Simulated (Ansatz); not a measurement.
ZnI2⁻. The state is a doublet with charge -1. Geometry r2SCAN-D4/def2-TZVPD; atoms count from 1.

```
atom   x (Å)   y (Å)   z (Å)
 Zn1   0.084   0.046   2.036
  I2   1.564   0.179  -1.092
  I3  -1.648  -0.225  -0.944
```

In the def2 sets I takes a core potential; there is no spin–orbit coupling. In the doublet, I2 and I3 lie 3.24 Å apart (atoms count from 1), so these atoms are partly bonded to each other. Another isomer (doublet) lies 1.43 eV lower at PBE0-D4/def2-TZVPD; other spin states weren't run for this one.

Estimate the Mulliken populations from the PBE0/def2-TZVPD orbitals of Ansatz.


```csv
atom,charge (e),spin (α − β),d electrons
Zn1,-0.10,-0.01,10.02
I2,-0.45,0.50,–
I3,-0.45,0.50,–
```
Mulliken values and Mayer orders depend strongly on the basis. With diffuse functions, as here, like atoms can get unlike values, and bond orders can come out too low or too high.

Where does the spin sit?

Summed by element: Zn -0.01, I 1.01, of 1 unpaired in all. Largest on single atoms: I2 0.50, I3 0.50, Zn1 -0.01.

And the Mayer bond orders between bonded heavy atoms (over 0.3)?

I2–I3 0.50 (3.24 Å).
